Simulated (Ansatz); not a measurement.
Mulliken charges of Cl2I2Si (`Cl[Si](Cl)(I)I`) from r2SCAN/def2-TZVPP in Ansatz (PBE0-D4/def2-TZVP geometry).

| atom | x (Å) | y (Å) | z (Å) | charge (e) |
| --- | --- | --- | --- | --- |
| Cl1 | 0.098 | -0.431 | 2.024 | -0.181 |
| Si2 | 0.056 | -0.061 | 0.026 | 0.548 |
| Cl3 | 1.499 | -1.181 | -0.866 | -0.181 |
| I4 | -2.105 | -0.682 | -0.860 | -0.093 |
| I5 | 0.502 | 2.281 | -0.366 | -0.093 |

By hand: the dipole of these point charges (1 e Å = 4.8032 D).

Σ q r = (-0.109, 0.110, -0.081) e Å, of length 0.175 e Å = 0.84 D.

How does the dipole of the full density compare? (Best estimate.)

The calculation gave: (-0.059, 0.059, -0.044) e Å, 0.45 D; the point charges give 1.87 times that, at 0° from its direction.

Point charges leave out the atoms' own dipoles, such as those of lone pairs, and Mulliken's split depends on the basis, so the two needn't agree.
